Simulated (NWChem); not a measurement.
ZnSiH3OBr; SMILES [SiH3][O][Zn][Br]

```xyz
7

Zn     0.1666     0.0827     0.0001
Br    -0.0930    -2.1241     0.0000
O      0.4638     1.8192    -0.0002
Si    -0.2789     3.2861     0.0000
H     -1.1364     3.4733    -1.2165
H      0.7488     4.3702     0.0174
H     -1.1629     3.4598     1.1995
```
Atoms are numbered in this order, from 1.

Program: NWChem. Medium grid unless said otherwise, to which SCAN and Minnesota functionals are sensitive. All runs use the structure optimised with PBE0/def2-SVP. Not confirmed as a minimum by frequencies. Total energies of different functionals are on different scales.

| level | energy (Ha) | highest occupied level (eV) | orbital gap (eV) | dipole (D) |
|---|---|---|---|---|
| B3LYP/def2-SVP | -4719.5562 | -7.92 | 6.16 | 0.21 |
| PBE/def2-SVP | -4718.5568 | -6.74 | 4.40 | 0.21 |
| r2SCAN/def2-SVP | -4719.3758 | ? | ? | 0.14 |
| PW91/def2-SVP | -4719.7028 | -6.80 | 4.38 | 0.22 |
| M06-L/def2-SVP | -4719.2964 | -7.07 | 5.14 | 0.17 |
| r2SCAN0/def2-SVP | -4719.3269 | -8.48 | 7.17 | 0.18 |
| M06-2X/def2-SVP | -4719.4418 | -9.56 | 8.69 | 0.19 |
| OLYP/def2-SVP | -4720.6535 | -6.59 | 4.44 | 0.21 |

Task: Some entries are withheld; supply them.

Result: 
- r2SCAN/def2-SVP, highest occupied level (eV): -7.14
- r2SCAN/def2-SVP, orbital gap (eV): 5.06
